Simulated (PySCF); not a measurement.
Compound: C8H12O2.
SMILES with atom numbers: `[CH3:1][O:2][C:3](=[O:4])[C@@H:5]1[CH2:6][CH:7]=[CH:8][CH2:9][CH2:10]1` (hydrogens: H11, H12, H13 on C1; H14 on C5; H15, H16 on C6; H17 on C7; H18 on C8; H19, H20 on C9; H21, H22 on C10)

The same species was optimised twice, with GFN2-xTB and with PBE0-D3(BJ)/def2-SVP (PySCF), and the same property calculations (PySCF, gas phase) were run on both structures.

| coordinate | GFN2-xTB | PBE0-D3(BJ)/def2-SVP | change |
| --- | --- | --- | --- |
| C7=C8 (Å) | 1.322 | 1.337 | +0.015 |
| C3–C5 (Å) | 1.513 | 1.508 | -0.005 |
| C1–O2 (Å) | 1.420 | 1.416 | -0.004 |
| C5–C6 (Å) | 1.533 | 1.530 | -0.003 |
| C9–C10 (Å) | 1.526 | 1.524 | -0.002 |
| C5–C10 (Å) | 1.532 | 1.534 | +0.002 |
| C8–C9 (Å) | 1.497 | 1.499 | +0.002 |
| C6–C7 (Å) | 1.498 | 1.499 | +0.001 |
| O2–C3 (Å) | 1.340 | 1.341 | +0.001 |
| C3=O4 (Å) | 1.203 | 1.203 | 0.000 |
| C3–C5–C6 (°) | 110.7 | 113.1 | +2.4 |
| C5–C10–C9 (°) | 109.6 | 110.7 | +1.1 |
| C6–C5–C10 (°) | 109.1 | 110.2 | +1.1 |
| C8–C9–C10 (°) | 111.4 | 112.2 | +0.8 |
| C5–C6–C7 (°) | 111.1 | 111.8 | +0.7 |
| C1–O2–C3 (°) | 116.5 | 116.0 | -0.5 |
| O2–C3–O4 (°) | 123.3 | 122.9 | -0.4 |
| C3–C5–C10 (°) | 110.8 | 110.4 | -0.4 |
| C1–O2–C3–O4 (°) | 0 | 0 | 0 |
| O2–C3–C5–C6 (°) | 61 | 52 | -9 |

Rotational constants: A = 2914, B = 781.5, C = 749.7 MHz (GFN2-xTB) against A = 2916, B = 783.0, C = 733.6 MHz (PBE0-D3(BJ)/def2-SVP). Point groups within 0.08 Å: C1 and C1.

On the GFN2-xTB structure: HOMO (eV) -7.14 [PBE0/pcSseg-1]; LUMO (eV) 0.33 [PBE0/pcSseg-1]; dipole (D) 1.97 [PBE0/pcSseg-1]; GIAO shielding of C1 (ppm) 133.8 [PBE0/pcSseg-1]; GIAO shielding of O2 (ppm) 155.6 [PBE0/pcSseg-1]; GIAO shielding of C3 (ppm) 4.4 [PBE0/pcSseg-1]; GIAO shielding of O4 (ppm) -109.0 [PBE0/pcSseg-1]; GIAO shielding of C5 (ppm) 140.9 [PBE0/pcSseg-1]; GIAO shielding of C6 (ppm) 154.0 [PBE0/pcSseg-1]; GIAO shielding of C7 (ppm) 53.3 [PBE0/pcSseg-1]; GIAO shielding of C8 (ppm) 52.5 [PBE0/pcSseg-1].

Problem. What do these properties become on the PBE0-D3(BJ)/def2-SVP structure?

Solution. 
```
                                    property          level  on GFN2-xTB  on PBE0-D3(BJ)/def2-SVP  change
                                   HOMO (eV)  PBE0/pcSseg-1        -7.14                    -7.07   +0.07
                                   LUMO (eV)  PBE0/pcSseg-1         0.33                     0.27   -0.06
                                  dipole (D)  PBE0/pcSseg-1         1.97                     1.90   -0.07
energy, GFN2-xTB geometry as zero (kcal/mol)  PBE0/pcSseg-1          0.0                     -0.7    -0.7
                  GIAO shielding of C1 (ppm)  PBE0/pcSseg-1        133.8                    132.3    -1.5
                  GIAO shielding of O2 (ppm)  PBE0/pcSseg-1        155.6                    151.8    -3.8
                  GIAO shielding of C3 (ppm)  PBE0/pcSseg-1          4.4                      4.3    -0.1
                  GIAO shielding of O4 (ppm)  PBE0/pcSseg-1       -109.0                   -111.6    -2.6
                  GIAO shielding of C5 (ppm)  PBE0/pcSseg-1        140.9                    141.5    +0.6
                  GIAO shielding of C6 (ppm)  PBE0/pcSseg-1        154.0                    154.3    +0.3
                  GIAO shielding of C7 (ppm)  PBE0/pcSseg-1         53.3                     49.9    -3.4
                  GIAO shielding of C8 (ppm)  PBE0/pcSseg-1         52.5                     49.2    -3.3
```

The heavy atoms differ by 0.085 Å rms after alignment. Among bonds between heavy atoms C7=C8 changes most (+0.015 Å). Changes are differences of the printed values. Neither structure is proved a minimum here.
